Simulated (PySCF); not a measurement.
Compound: C5H6F3S (doublet state).
Cartesian coordinates in Å at the GFN2-xTB level; atoms count from 1:
```xyz
15
C5H6F3S angstrom
F      1.9194   -1.1001    1.3351
C      1.2633    0.0305    1.0160
F      1.8323    1.0624    1.6849
C      1.0698    0.2852   -0.4633
F      1.8186   -0.5755   -1.2381
C     -0.4151    0.0868   -0.7936
C     -0.8717   -1.2360   -0.1732
S     -1.2207   -0.3835    1.4103
C     -1.2377    0.9546    0.1580
H      1.3960    1.3049   -0.7100
H     -0.5972    0.2120   -1.8622
H     -1.7967   -1.6195   -0.5968
H     -0.1245   -2.0220   -0.1030
H     -2.2568    1.1254   -0.1810
H     -0.7836    1.8827    0.4951
```

The hyperfine couplings belong to this conformer and change with its torsions.

Identity: `F[C](F)[C@@H](F)C1CSC1` [radical].

Computed, not measured: UKS B3LYP, pcH-1 on C F H S, non-relativistic, mean-field spin-orbit, GIAO in PySCF. Isolated species at its GFN2-xTB geometry (one conformer only). Couplings are sensitive to structure, and on GFN2-xTB geometries they can be far from those on DFT ones. No stability test was run, so a lower SCF solution isn't excluded.

Problem. Predict the first-order ENDOR lines of F1/F3, F5, H10, H12, H13, H11 and H15 under fast tumbling at B = 331.9 mT (X band).

Solution. For S = 1/2 in fast tumbling each set of equivalent nuclei gives two lines, ν± = |νn ± a/2| to first order, with νn = g_N μN B/h and μN/h = 7.62259 MHz/T.

```
nuclei  isotope     g_N  νn (MHz)  a_iso (MHz)  lower line (MHz)  upper line (MHz)
 F1/F3      19F  5.2577     13.30       179.56             76.48            103.08
    F5      19F  5.2577     13.30        70.57             21.98             48.59
   H10       1H  5.5857     14.13        17.06              5.60             22.66
   H12       1H  5.5857     14.13         6.42             10.92             17.34
   H13       1H  5.5857     14.13         5.55             11.36             16.91
   H11       1H  5.5857     14.13        -2.84             12.71             15.55
   H15       1H  5.5857     14.13         2.81             12.72             15.54
```

Problem. Which pairs are centred on the nuclear Larmor frequency, and which on half the coupling?

Solution. Centred on νn, since |a| < 2νn: H10, H12, H13, H11 and H15. Centred on |a|/2 and split by 2νn: F1/F3 and F5.

Problem. At what field would the lower line of H10 fall to zero frequency?

Solution. Where νn = |a|/2, that is B = 8.53 MHz/(5.5857 × 7.62259 MHz/T) = 200 mT, as far as first order holds there.

Class means assume fast exchange of nuclei equivalent by connectivity; if that motion is slow, each nucleus keeps its own coupling. The 19F value of +179.6 MHz is a mean of couplings from 145.5 to 213.6 MHz in this one geometry, not an average over conformers.

The largest Mulliken spin populations are on C2 (+0.71) and S8 (+0.18). The angles at C2 add up to 338.4°, so it is pyramidal.
